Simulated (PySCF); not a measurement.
EPR parameters of C7H13

C7H13 (doublet state).
Geometry (GFN2-xTB, Å), atoms numbered from 1 in this order:
```
atom  x, y, z in Å
C1    -0.7437    1.9571   -0.8690
C2    -0.6272    1.2218    0.2260
C3    -0.3409   -0.2645    0.3005
C4    -0.6923   -1.0072   -0.9890
C5    -1.1425   -0.8748    1.4573
C6     1.1161   -0.2724    0.6209
C7     2.1981   -0.0942   -0.3707
H8    -0.8885    3.0232   -0.8097
H9    -0.7107    1.5429   -1.8611
H10   -0.6643    1.7048    1.1943
H11   -0.1641   -0.6034   -1.8463
H12   -0.4325   -2.0588   -0.8896
H13   -1.7604   -0.9277   -1.1770
H14   -2.2093   -0.7868    1.2635
H15   -0.9194   -0.3672    2.3928
H16   -0.8933   -1.9274    1.5701
H17    1.3830   -0.1358    1.6574
H18    2.4711    0.9635   -0.4804
H19    1.9194   -0.4650   -1.3530
H20    3.0964   -0.6172   -0.0401
```

The hyperfine couplings belong to this conformer and change with its torsions.

The species is `C=CC(C)(C)[CH]C` [radical].

The calculation used UKS B3LYP, pcH-1 on C H, non-relativistic, mean-field spin-orbit, GIAO (PySCF 2.14.0). The structure is a single GFN2-xTB conformer in the gas phase; no vibrational or solvent corrections. GFN2-xTB frequencies show an imaginary mode (84i cm⁻¹), so this geometry is no minimum at that level. A GFN2-xTB geometry isn't a minimum of the functional, and hyperfine couplings can be far from their values at a DFT geometry. The SCF solution wasn't tested for stability.

* g1, g2, g3: 2.00223, 2.00269, 2.00292
* g_iso: 2.00261
* Form of g: rhombic: the two nearest values differ by 33 % of g3 − g1
* ⟨S²⟩: 0.7557 (exact 0.7500)
* α and β electrons: 28, 27
* Total energy: -274.52312 Eh

Hyperfine couplings atom by atom, in MHz; T1 to T3 are the principal values of the dipolar part:

| atom | isotope | a_iso | T1 | T2 | T3 | Mulliken spin population |
| --- | --- | --- | --- | --- | --- | --- |
| C1 | 13C | 11.3 | -9.1 | -8.1 | 17.2 | 0.12 |
| C2 | 13C | 59.3 | -11.2 | -0.6 | 11.8 | -0.03 |
| C3 | 13C | -23.3 | -2.2 | 0.4 | 1.9 | -0.06 |
| C4 | 13C | 13.3 | -1.8 | -1.7 | 3.5 | 0.01 |
| C5 | 13C | 15.5 | -1.7 | -1.5 | 3.2 | 0.01 |
| C6 | 13C | 100.0 | -78.2 | -77.0 | 155.1 | 0.99 |
| C7 | 13C | -28.7 | -2.2 | -0.3 | 2.4 | -0.08 |
| H8 | 1H | -2.8 | -4.7 | -0.8 | 5.5 | 0.00 |
| H9 | 1H | -5.5 | -3.6 | -0.2 | 3.8 | 0.00 |
| H10 | 1H | 0.4 | -3.4 | -2.8 | 6.1 | 0.00 |
| H11 | 1H | -1.4 | -2.5 | -2.2 | 4.8 | 0.00 |
| H12 | 1H | -1.5 | -3.7 | -2.3 | 6.1 | 0.00 |
| H13 | 1H | 1.5 | -1.8 | -1.4 | 3.2 | 0.00 |
| H14 | 1H | 0.4 | -1.8 | -1.6 | 3.4 | 0.00 |
| H15 | 1H | -1.3 | -3.0 | -2.8 | 5.8 | 0.00 |
| H16 | 1H | -1.5 | -3.9 | -2.5 | 6.4 | 0.00 |
| H17 | 1H | -57.1 | -36.9 | -0.4 | 37.3 | -0.04 |
| H18 | 1H | 140.3 | -4.6 | -3.2 | 7.7 | 0.07 |
| H19 | 1H | 19.1 | -4.7 | -3.7 | 8.4 | 0.01 |
| H20 | 1H | 52.6 | -4.9 | -4.5 | 9.4 | 0.02 |

The Mulliken spin populations are largest on C6 (+0.99), C1 (+0.12), C7 (-0.08) and H18 (+0.07). C6 is the only atom above +0.15. The angles at C6 add up to 357.9°, so it is nearly planar; its axial dipolar tensor and the negative coupling of its proton fit spin in a p orbital normal to that plane.

Axes: g1 points within 11° of the C1–H8 bond and g3 points within 7° of the C6–H17 bond.

Under fast tumbling the dipolar parts average out, and these isotropic splittings remain: 3 × 1H (H18/H19/H20, I = 1/2, 4 lines) with 2.52 mT, 1 × 1H (H17, I = 1/2, 2 lines) with 2.04 mT, 1 × 1H (H9, I = 1/2, 2 lines) with 0.20 mT and 1 × 1H (H8, I = 1/2, 2 lines) with 0.10 mT.

Means are taken over nuclei equivalent by connectivity, which assumes that they swap fast. The three 1H nuclei of mean +70.7 MHz run from 19.1 to 140.3 MHz in the frozen geometry.

The 13C coupling of C6 (100.0 MHz) shows only in satellite lines or after enrichment, since that isotope makes up about 1.07 % of natural carbon.
